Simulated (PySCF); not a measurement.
CH9NSi2, SMILES N[Si@@H]([SiH3])C.

Geometry: PBE0-D3(BJ)/def2-SVP. The structure was generated by enumeration; whether it is a known compound was not checked. Other conformers were not sampled.

Method: ωB97X/def2-TZVP in PySCF.

The molecule is in vacuum.

| Quantity | Result |
|---|---|
| total energy | -677.31294 hartree |
| highest occupied level | -9.19 eV |
| lowest empty level | 2.13 eV |
| orbital gap | 11.32 eV |
| dipole moment | 0.98 D |
| quadrupole, principal values (traceless, Buckingham form, about the centre of nuclear charge) | -7.64, 1.77, 5.87 D·Å |
| mean static polarisability | 76.8 bohr³ (11.38 Å³) |
| polarisability, principal values | 68.8, 74.8, 86.8 bohr³ |
